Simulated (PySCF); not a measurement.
Electron correlation in Fe (iron, neutral)

[Ar] 3d5 4s2 5s1, high-spin 7S determinant (an excited configuration). Computed with PySCF 2.14 in x2c-TZVPPall with one added diffuse shell each of s, p, d, f type (7s6p5d3f1g, 80 functions), with the spin-free X2C one-electron Hamiltonian (Gaussian nucleus). Frozen: [Ne]; 16 electrons correlated.

| level | correlation energy (mhartree) |
| --- | --- |
| CCSD | -458.22 |
| (T) | -11.39 |
| CCSD(T) | -469.61 |

Diagnostics: T1 = 0.015, D1 = 0.0663, largest double amplitude 0.080.

Question: Is a single reference adequate?

Answer: Mostly. T1 lies below 0.03, but a double amplitude of this size points to a near-degeneracy that CCSD handles and MP2 describes poorly.

This basis was not built for core-valence correlation, so the inner-shell part is incomplete.
